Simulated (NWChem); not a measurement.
Molecule: hydrogen selenide (H2Se); SMILES [SeH2]

```xyz
3

Se     0.0000     0.0000     0.0820
H      1.0538     0.0000    -0.9617
H     -1.0538     0.0000    -0.9617
```
Atoms are numbered in this order, from 1.

Computed with NWChem. The geometry was optimised at PBE-D3(BJ)/def2-SVP. GIAO values for the isolated, static molecule; σ is the absolute isotropic shielding. Spin-orbit effects, on the heavy nuclei and on their neighbours, are missing.

Problem. Order these runs by computing time, cheapest first, and give rough ratios: B3LYP/pcSseg-0; B3LYP/pcSseg-2; B3LYP/pcSseg-3.

Solution. B3LYP/pcSseg-0 (1), B3LYP/pcSseg-2 (10), B3LYP/pcSseg-3 (70). Ratios are rough, from one shared machine; the cheapest took roughly 3 core-seconds. What differs between the cheapest and the dearest: σ Se1 (ppm) 1994.6 → 2026.8; σ H2 (ppm) 31.75 → 30.05.
